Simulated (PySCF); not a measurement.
UHF on Sc (scandium, neutral)

Configuration: [Ar] 3d1 4s2, 2D determinant. All numbers are calculated (PySCF 2.14, no relativity, point nucleus, in aug-cc-pVDZ (7s6p4d2f, 59 functions)).

```json
{"Total energy": "-759.738039 hartree", "One-electron energy": "-1040.0724 hartree", "Hartree (Coulomb) energy": "318.3788 hartree", "Exchange energy": "-38.0445 hartree", "Kinetic energy": "759.66432 hartree", "⟨S²⟩": "0.7620", "⟨L²⟩": "6.052", "Sum of ⟨r⟩": "21.47 bohr", "Sum of ⟨r²⟩": "53.10 bohr²", "Traceless quadrupole moment −½Σ⟨3z² − r²⟩ along its main axis": "0.187 e·bohr²", "Density at the nucleus (Gaussians lack the cusp)": "6140 bohr⁻³", "Spin density at the nucleus": "0.131 bohr⁻³", "Langevin diamagnetic susceptibility": "-42.1 ×10⁻⁶ cm³/mol", "Time after the integrals": "0.35 s of wall time on 1 thread of Neoverse-V2 (shared host)"}
```

```
shell  electrons  mean orbital energy (eV)  spread (eV)  rms radius, mean of both spins (bohr)
 1s α          1                   -4514.6            0                                 0.0852
 1s β          1                   -4514.6            0                                 0.0852
 2s α          1                   -519.55            0                                  0.373
 2s β          1                   -519.20            0                                  0.373
 2p α          3                   -426.70        0.078                                  0.341
 2p β          3                   -426.35        0.501                                  0.341
 3s α          1                   -70.662            0                                   1.16
 3s β          1                   -69.175            0                                   1.16
 3p α          3                   -43.825        0.985                                   1.28
 3p β          3                   -41.960        1.457                                   1.28
 3d α          1                    -9.558            0                                   1.90
 4s α          1                    -5.886            0                                   4.25
 4s β          1                    -5.571            0                                   4.25
```
